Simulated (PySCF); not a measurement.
C₃H₁₀FNSi, SMILES CC(C)(F)[SiH2]N. Atoms are numbered in the order given.

```xyz
16

C     -1.5534    -0.6794    -1.2366
C     -0.5779    -0.4573    -0.0926
C     -1.2702    -0.3395     1.2560
F      0.2619    -1.6094    -0.0248
Si     0.6672     0.9704    -0.4146
N      1.8668     1.1374     0.8232
H     -2.2251     0.1866    -1.3490
H     -1.0198    -0.8290    -2.1879
H     -2.1713    -1.5732    -1.0467
H     -1.9496     0.5276     1.2713
H     -1.8599    -1.2475     1.4657
H     -0.5301    -0.2138     2.0613
H     -0.0784     2.2622    -0.4900
H      1.3312     0.6624    -1.7125
H      2.4894     0.3599     1.0231
H      1.6573     1.6586     1.6684
```

Geometry optimised at B3LYP-D3(BJ)/def2-SVP. This is a generated structure with no PubChem entry under its InChIKey; it may be hypothetical. Other conformers were not sampled.

All values below come from PBE/pcSseg-1 in PySCF.

GIAO shieldings, no solvent; atoms listed in one row are averaged. δ = σ(ref) − σ: ¹³C against TMS (σ = 182.0 ppm); ¹⁹F against CFCl3 (σ = 133.6 ppm); ²⁹Si against TMS (σ = 335.4 ppm); ¹⁵N against NH3 (σ = 267.0 ppm); ¹H against TMS (σ = 31.49 ppm), references at their B3LYP-D3(BJ)/def2-TZVP geometries, non-relativistic.

Problem. Estimate the chemical shifts. (An estimate is asked for; the answer gives what the named calculation found.)

Solution. 
```csv
nucleus,atoms,count,δ (ppm)
¹³C,C2,1,99.2
¹³C,C3,1,27.8
¹³C,C1,1,26.7
¹⁹F,F4,1,-218.2
²⁹Si,Si5,1,-29.7
¹⁵N,N6,1,10.7
¹H,H14,1,4.93
¹H,H13,1,4.77
¹H,"H7, H8, H9, H10, H11, H12",6,1.59
¹H,"H15, H16",2,0.70
```
